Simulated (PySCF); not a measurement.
# SMILES CN/N=C/[C@]12C[C@H]1C2, C6H10N2

Molfile (atoms numbered from 1):
```
C6H10N2
     RDKit          3D

 18 19  0  0  0  0  0  0  0  0999 V2000
    3.3669   -0.4304    0.0642 C   0  0  0  0  0  0  0  0  0  0  0  0
    2.1974    0.0590    0.7500 N   0  0  0  0  0  0  0  0  0  0  0  0
    1.0290   -0.1552    0.1279 N   0  0  0  0  0  0  0  0  0  0  0  0
    0.0144    0.5691    0.3851 C   0  0  0  0  0  0  0  0  0  0  0  0
   -1.2614    0.2829   -0.2064 C   0  0  1  0  0  0  0  0  0  0  0  0
   -2.5911    0.9649   -0.0862 C   0  0  0  0  0  0  0  0  0  0  0  0
   -2.4870   -0.4917    0.2200 C   0  0  1  0  0  0  0  0  0  0  0  0
   -1.7457   -0.8843   -1.0133 C   0  0  0  0  0  0  0  0  0  0  0  0
    3.1212   -1.4055   -0.3509 H   0  0  0  0  0  0  0  0  0  0  0  0
    3.6919    0.2262   -0.7527 H   0  0  0  0  0  0  0  0  0  0  0  0
    4.1790   -0.5349    0.7827 H   0  0  0  0  0  0  0  0  0  0  0  0
    2.3101    0.9614    1.2182 H   0  0  0  0  0  0  0  0  0  0  0  0
    0.0663    1.4395    1.0557 H   0  0  0  0  0  0  0  0  0  0  0  0
   -3.0992    1.2687   -0.9956 H   0  0  0  0  0  0  0  0  0  0  0  0
   -2.7378    1.6503    0.7404 H   0  0  0  0  0  0  0  0  0  0  0  0
   -2.7118   -1.0378    1.1106 H   0  0  0  0  0  0  0  0  0  0  0  0
   -1.1472   -1.7846   -0.9820 H   0  0  0  0  0  0  0  0  0  0  0  0
   -2.2039   -0.6911   -1.9771 H   0  0  0  0  0  0  0  0  0  0  0  0
  1  2  1  0
  2  3  1  0
  3  4  2  0
  5  4  1  1
  5  6  1  0
  6  7  1  0
  7  8  1  0
  7  5  1  0
  8  5  1  0
  1  9  1  0
  1 10  1  0
  1 11  1  0
  2 12  1  0
  4 13  1  0
  6 14  1  0
  6 15  1  0
  7 16  1  1
  8 17  1  0
  8 18  1  0
M  END
```

Computed with quadratic response HF/def2-SVPD first hyperpolarisability, Taylor convention, gas phase in PySCF. Geometry: GFN2-xTB.

(1) Give the tensor of the second harmonic β(−2ω;ω,ω) at 1064 nm in the axes of these coordinates.

Answers

(1) In au, Taylor convention; rows are the first index (the induced dipole):
|  | xx | yy | zz | xy | xz | yz |
| --- | --- | --- | --- | --- | --- | --- |
| x | +141.8 | +35.7 | +23.2 | -82.2 | +18.9 | -44.3 |
| y | -76.7 | -18.0 | -18.7 | +34.0 | -40.9 | -5.1 |
| z | +21.0 | -4.9 | +61.7 | -42.4 | +22.5 | -18.8 |

Norm of βᵢ = ⅓ Σⱼ (βᵢⱼⱼ + βⱼᵢⱼ + βⱼⱼᵢ): 243.3 au, hyper-Rayleigh value 102.0 au.
